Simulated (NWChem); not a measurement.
SiH₄O; SMILES O[SiH3]

```xyz
6

Si    -0.0200    -0.4951     0.0000
O     -0.0758     1.1698     0.0000
H      0.6823    -1.0322     1.2089
H     -1.4331    -0.9594     0.0000
H      0.6823    -1.0322    -1.2089
H      0.7664     1.6327     0.0000
```
Atoms are numbered in this order, from 1.

All runs: NWChem. Geometry optimised at PBE0/def2-SVP; all other runs use it. 

```
quantity                                                           level  value
--------------------------------------------------  --------------------  -----
vertical, lowest state with f > 0.02, singlet (eV)  B3LYP/def2-SVPD, TDA      ?
solvation free energy (kcal/mol) in water             PBE0/def2-SVP, SMD      ?
anisotropy (bohr³), static                               B3LYP/def2-SVPD    1.2
vertical ionisation energy, ΔSCF (eV)                     B3LYP/def2-SVP      ?
dipole (D)                                                 PBE0/def2-SVP   1.40
highest harmonic frequency (cm⁻¹)                          PBE0/def2-SVP   3939
```

Problem. Complete the blanks.

Solution. 
- vertical, lowest state with f > 0.02, singlet (eV), value: 8.16
- solvation free energy (kcal/mol) in water, value: -3.0
- vertical ionisation energy, ΔSCF (eV), value: 11.11
